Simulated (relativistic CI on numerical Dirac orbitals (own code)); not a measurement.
## d1 to d9 in one octahedral field

Computed with a parametric ligand-field model without spin-orbit coupling, by exact diagonalisation: B = 440, C = 2150, 10Dq = 38100 cm⁻¹ (Oh; |10Dq|/B = 86.6) for every shell. Energies in cm⁻¹; the field energy is (0.6 n_e − 0.4 n_t2) × 10Dq of the ground term; g labels are left out. So small a B with so large a field is typical of 4d and 5d ions, where spin-orbit coupling, left out here, reaches 1,000 to 4,000 cm⁻¹.

| Shell | Ground term | Electrons in e | Field energy | First spin-allowed bands | Lowest term of other spin |
| --- | --- | --- | --- | --- | --- |
| d1 | 2T2 | 0.000 | -15240 | 2E 38100 |  |
| d2 | 3T1 | 0.004 | -30332 | 3T2 36945, 3T1 42390 | 1T2 7043 |
| d3 | 4A2 | 0.000 | -45720 | 4T2 38100, 4T1 43177 | 2E 10076 |
| d4 | 3T1 | 0.007 | -60680 | 3E 35910, 3T1 36458 | 1T2 6399 |
| d5 | 2T2 | 0.014 | -75649 | 2A2 35197, 2T1 35349 | 4T1 27841 |
| d6 | 1A1 | 0.012 | -90974 | 1T1 36363, 1T2 42938 | 3T1 31920 |
| d7 | ? | ? | ? | ? | ? |
| d8 | 3A2 | 2.000 | -45720 | 3T2 38100, 3T1 43177 | 1E 7790 |
| d9 | 2E | 3.000 | -22860 | 2T2 38100 |  |

(1) Fill in the row of d7.

## Answers

(1) Ground term: 2E; Electrons in e: 1.007; Field energy: -68295; First spin-allowed bands: 2T1 36262, 2T2 36855; Lowest term of other spin: 4T1 27910. Low spin: d4, d5, d6, d7; the other shells keep the spin of the free ion. Only d4 to d7 can choose; the field needed to pair spins is smallest for d6 and largest for d5, which loses most exchange energy. In the strong-field picture 10Dq must exceed about 6B + 5C = 13390 (d4), 7.5B + 5C = 14050 (d5), 2.5B + 4C = 9700 (d6) and 4B + 4C = 10360 (d7); mixing of terms shifts these bounds somewhat.
